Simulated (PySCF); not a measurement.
# How methods differ on the ionisation energy of Er⁵¹⁺

Er⁵¹⁺ [Ne] 3s2 3p5 (2P) → Er⁵²⁺ [Ne] 3s2 3p4 (3P), as a difference of total energies. All numbers are calculated (PySCF 2.14, the spin-free X2C one-electron Hamiltonian (Gaussian nucleus), in an uncontracted even-tempered set (17 s from 12 bohr⁻², ratio 2.5; 12 p from 15 bohr⁻², ratio 2.5; 4 d from 64 bohr⁻², ratio 2.7; 4 f from 97 bohr⁻², ratio 2.7)). Correlated levels: outer shells: 1s2 frozen; virtual orbitals above 40 to 60 times the deepest correlated orbital energy dropped. The calculations carry no spin-orbit coupling.

| method | ionisation energy (eV) |
| --- | --- |
| UHF | 4820.7 |
| LDA | 4822.6 |
| PBE | 4823.4 |
| PBE0 | 4823.3 |
| r2SCAN | 4823.7 |
| M06-L | 4822.6 |
| B3LYP | 4823.6 |
| MP2 (outer shells) | 4821.8 |
| SCS-MP2 (outer shells) | 4821.7 |

Spin-orbit coupling is strong in these open shells (close to jj coupling). The scalar numbers leave it out and a first-order estimate fails, so it can dominate the gap to the real levels.

Breit and QED terms and the two-electron picture change are absent.

For comparison: 4748 ± 4 eV (theoretical estimate listed by NIST; NIST Atomic Spectra Database, ionization energies).
